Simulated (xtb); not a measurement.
C3H9Ga, charge +1, doublet, at a GFN2-xTB geometry (such geometries of metal compounds can be far from the true shape) (a state made from the parent by changing its charge; the spin is typed, not shown lowest). Base run: GFN0-xTB run with xtb.

Input for xtb:
```
$ xtb mol.xyz --gfn 0 --chrg 1 --uhf 1 --json

# file mol.xyz
13

Ga    -0.10800861    -0.11117636    -0.00855833
C     -1.53757200    -1.54702988    -0.14739831
H     -1.35825288    -2.16902201    -1.03024106
H     -2.52351774    -1.07925486    -0.23737894
H     -1.51426668    -2.17951398     0.74618352
C      0.16620875     1.82685741    -0.91483743
H      1.16046342     1.86214239    -1.35894055
H      0.04128769     2.57037161    -0.12792575
H     -0.62646567     1.87693107    -1.66125405
C      1.73427024     0.09315134     1.09157959
H      1.70336765     1.03473657     1.63910385
H      2.54834324     0.06614606     0.36764782
H      1.73986585    -0.77394293     1.75205008
```

The base run was repeated with changes; each row names its change, and settings that it needs were set with it.

| change | ΔE vs base (kcal/mol) |
|---|---|
| base | 0.000 |
| etemp = 10 | 0.000 |
| etemp = 10000 | -35.32 |
| acc = 1000 | 0.000 |
| acc = 30 | 0.000 |
